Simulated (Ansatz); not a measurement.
The same path of C$_{2}$H$_{9}$GeNO (14 atoms, charge 0, multiplicity 1) was run twice with different band settings. The coordinate that changes most is the height of N3 over the plane of its neighbours.

Computed with RKS PBE/def2-SVP (Ansatz 0.2.0).

Relaxed end points:

```xyz
14
Properties=species:S:1:pos:R:3
C -1.417 0.524 0.337
C -0.010 0.387 -0.247
N 0.834 1.439 0.284
O -0.008 0.594 -1.660
Ge 0.776 -1.462 0.103
H -1.803 1.538 0.104
H -1.422 0.383 1.438
H -2.105 -0.231 -0.096
H 1.798 1.340 -0.060
H 0.861 1.407 1.309
H -0.579 -0.093 -2.052
H 0.798 -1.808 1.623
H 2.245 -1.441 -0.408
H 0.018 -2.604 -0.646
```

```xyz
14
Properties=species:S:1:pos:R:3
C -1.373 0.461 0.424
C 0.040 0.323 -0.145
N 0.928 1.229 0.530
O 0.044 0.614 -1.562
Ge 0.783 -1.534 0.117
H -1.746 1.492 0.237
H -1.387 0.272 1.515
H -2.080 -0.244 -0.060
H 1.852 1.212 0.080
H 0.577 2.195 0.431
H -0.612 0.030 -1.992
H 0.632 -2.061 1.571
H 2.286 -1.511 -0.272
H 0.041 -2.508 -0.846
```

Common settings: movable images 9; climbing image yes; spring 5.0 eV/Å²; optimiser quadratic models (default); start path through a guess of the saddle point; end points relaxed.

| run | force threshold | iteration limit |
| --- | --- | --- |
| 1 | 0.05 eV/Å | 54 |
| 2 | 0.5 eV/Å | 60 |

(1) What does each run give, and how far can it be trusted?

Results:

(1) Run 1: converged after 10 iterations, highest image 0.079 eV above the first end. A vibrational analysis at the climbing image gives one clearly imaginary mode, 492i cm⁻¹: a first-order saddle point.
Run 2: converged after 5 iterations, highest image 0.084 eV above the first end. The threshold of 0.5 eV/Å is loose, so the images may lie well off the minimum-energy path. The order of the stationary point at the top wasn't checked.
